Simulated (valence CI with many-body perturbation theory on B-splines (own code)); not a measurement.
The numbers below are computed, except where a source is named.
# From CI to CI+MBPT in As¹⁸⁺

Method: relativistic CI+MBPT: five valence electrons over a frozen Dirac-Fock core [Ne], a basis of 9 s, 9 p, 8 d, 6 f, 3 g, 1 h functions for each j, with the one-electron correlation potential Σ1 (screened to all orders), the two-electron term Σ2, the three-electron term Σ3, Breit, model QED; selected single and double excitations, second order for the rest (own B-spline code, finite nucleus).

No measured spectrum was set against this ion. As an estimate, levels of excited configurations hold to 0.05 to 0.15 % of their energy, terms of the ground configuration to about 0.5 %. Among the levels kept, up to 450 cm⁻¹ of a level comes from second order outside the variational space, and about a tenth of that is noise between levels of different J, which matters for small intervals.

Each rung adds one term. CI alone is the Dirac-Coulomb CI over the frozen core; QED comes last and gives the full result, which names the levels. Energies are above 3s²3p³ ⁴S°_3/2 on the same rung, in eV.

Names give the largest LS component (configuration and term), which can be under half, so a name can repeat, a term be missing and a line seem to break the LS rules; names also repeat where a configuration has a term twice. Letters in brackets count levels of one name in rising energy.

```csv
Level,CI alone,+ Σ1,+ Σ2,+ Σ3,+ Breit,Full
3s²3p³ ²D°_3/2,7.55,7.56,7.53,7.51,7.48,7.48
3s²3p³ ²D°_5/2,10.13,10.15,10.12,10.10,9.99,10.00
3s²3p³ ²P°_1/2,15.19,15.21,15.15,15.10,15.02,15.03
3s²3p³ ²P°_3/2,19.82,19.85,19.82,19.79,19.56,19.59
3s3p⁴ ⁴P_5/2,53.77,53.66,53.70,53.75,53.76,53.59
3s3p⁴ ⁴P_3/2,58.03,57.93,57.98,58.03,57.98,57.82
3s3p⁴ ⁴P_1/2,59.30,59.21,59.25,59.30,59.24,59.08
3s3p⁴ ²D_3/2,66.91,66.81,66.74,66.78,66.72,66.58
3s3p⁴ ²D_5/2,68.61,68.53,68.48,68.51,68.37,68.24
3s²3p²3d ²P_3/2 [a],75.82,75.73,75.56,75.57,75.41,75.33
3s3p⁴ ²S_1/2 [a],76.69,76.60,76.39,76.39,76.30,76.18
3s²3p²3d ⁴F_3/2,78.80,78.69,78.53,78.46,78.35,78.33
3s²3p²3d ⁴F_5/2,80.56,80.46,80.30,80.24,80.05,80.04
3s3p⁴ ²S_1/2 [b],82.79,82.71,82.56,82.53,82.32,82.25
3s²3p²3d ²F_5/2,83.18,83.08,82.92,82.85,82.63,82.62
3s²3p²3d ⁴F_7/2,83.51,83.42,83.29,83.23,82.93,82.93
3s²3p²3d ²F_7/2 [a],85.14,85.05,84.89,84.82,84.53,84.53
3s²3p²3d ⁴D_3/2,85.56,85.47,85.29,85.23,84.99,84.98
3s²3p²3d ⁴D_1/2,85.81,85.73,85.55,85.50,85.24,85.21
3s²3p²3d ⁴F_9/2,86.27,86.19,86.05,85.99,85.59,85.60
3s²3p²3d ⁴D_5/2,87.55,87.47,87.30,87.23,86.91,86.91
3s²3p²3d ⁴D_7/2,91.74,91.68,91.53,91.46,91.03,91.04
3s3p⁴ ²P_3/2,95.16,95.06,94.38,94.26,94.12,94.03
3s²3p²3d ²G_7/2,94.96,94.88,94.71,94.59,94.24,94.25
3s²3p²3d ⁴P_5/2,96.73,96.64,96.00,95.85,95.59,95.57
3s²3p²3d ²G_9/2,96.89,96.83,96.67,96.55,96.12,96.13
3s²3p²3d ⁴P_3/2,97.91,97.82,97.23,97.08,96.84,96.82
3s²3p²3d ⁴P_1/2,98.53,98.44,97.81,97.66,97.44,97.42
3s²3p²3d ²D_3/2 [a],100.00,99.91,99.60,99.43,99.17,99.16
3s²3p²3d ²P_1/2 [a],101.20,101.13,100.46,100.35,100.08,100.01
3s²3p²3d ²D_5/2 [a],103.72,103.65,103.08,102.90,102.59,102.57
```

How does the ionisation energy move along the ladder, and which term matters most?

CI alone 721.82, + Σ1 722.52, + Σ2 722.43, + Σ3 722.16, + Breit 721.97, + QED 721.97 eV. The largest step is Σ1, 0.71 eV. NIST lists 728.9 ± 2.2 eV (semi-empirical), further off than its uncertainty and the later steps.
